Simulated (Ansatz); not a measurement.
Consider the formal exchange of groups at the Si–C bond: `OC([SiH3])S` + `F[SiH]1BC1` → `F[SiH]1CB1[SiH3]` + `OCS`.

Isolated molecules relaxed with PBE0-D4/def2-TZVP in Ansatz; ΔE leaves out vibrations. CCSD(T)/CBS is the MP2 limit (def2-TZVPP, def2-QZVPP) plus CCSD(T) − MP2 in def2-TZVPP, frozen cores. Functionals use def2-TZVPP. One conformer a species, not always the lowest.

`OC([SiH3])S`:

Cartesian coordinates in Å:
```
O 0.658 -1.450 0.516
C 0.545 -0.077 0.176
Si -1.105 0.322 -0.690
S 0.620 0.927 1.660
H 0.541 -1.970 -0.287
H 1.372 0.234 -0.474
H -1.037 1.642 -1.364
H -2.215 0.294 0.294
H -1.322 -0.743 -1.709
H 1.942 0.820 1.879
```

`F[SiH]1BC1`:

```xyz
8

F    -2.056   -0.429   -0.719
Si   -0.624    0.279   -0.822
B     0.370    0.961    0.630
C     0.452   -0.523    0.671
H    -0.265    0.191   -2.258
H     1.189    1.789    0.856
H     1.355   -1.079    0.919
H    -0.421   -1.189    0.723
```

`F[SiH]1CB1[SiH3]`:

Z-matrix (Å, degrees):
```
Si
C 1 2.032
B 1 1.876 2 44.3
F 1 1.595 2 126.9 3 -102.5
H 1 1.477 2 102.5 3 136.6
H 2 1.101 1 79.6 3 -140.9
H 2 1.089 1 147.7 3 110.0
Si 3 1.986 1 139.0 2 -137.9
H 8 1.490 3 112.7 1 131.1
H 8 1.489 3 111.2 1 9.4
H 8 1.490 3 109.1 1 -109.0
```

`OCS`:

```xyz
7

O    -0.653    0.905   -0.547
C    -0.157   -0.081    0.323
S     1.635   -0.126    0.266
H    -1.615    0.872   -0.520
H    -0.392    0.138    1.372
H    -0.551   -1.072    0.079
H     1.733   -0.635   -0.972
```

```json
{"level": "PBE-D4", "ΔE (eV)": "-0.45"}
{"level": "r2SCAN", "ΔE (eV)": "-0.40"}
{"level": "HF/def2-TZVPP", "ΔE (eV)": "-0.38"}
{"level": "MP2/def2-TZVPP", "ΔE (eV)": "-0.39"}
```

Problem. What does CCSD(T)/CBS give? (Estimate.)

Solution. Ansatz gave: -0.38 eV. The listed levels differ from it by -0.07, -0.02, 0.00, -0.01 eV.

Largest T1 diagnostic among the species: 0.014.
